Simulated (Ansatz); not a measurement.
CH5O (SMILES C[OH2+]), charge 1, multiplicity 1, relaxed at each level with Ansatz (a program for electronic structure); harmonic frequencies from differences of analytic forces, average atomic masses, frozen cores.

```tsv
level	harmonic frequencies (cm⁻¹)	ZPE (eV)	cost over HF/def2-TZVPP (rough)
HF/def2-TZVPP	230 676 824 980 1262 1378 1584 1594 1600 1816 3242 3372 3376 3951 4033	1.855	×1
r2SCAN/def2-TZVPP	245 712 819 938 1171 1286 1464 1475 1480 1678 3089 3220 3227 3644 3723	1.747	×1
B3LYP/def2-TZVPP	231 683 798 928 1167 1280 1468 1478 1482 1677 3093 3216 3220 3646 3723	1.741	×1
PBE0/def2-TZVPP	239 704 857 943 1176 1292 1466 1476 1481 1685 3104 3230 3235 3692 3769	1.758	×1
wB97X-V/def2-TZVPP	231 696 842 938 1176 1290 1473 1483 1487 1686 3110 3237 3242 3691 3766	1.757	×2
CCSD(T)/cc-pVDZ	274 793 827 947 1172 1292 1458 1473 1477 1693 3110 3253 3261 3657 3744	1.762	×1
```
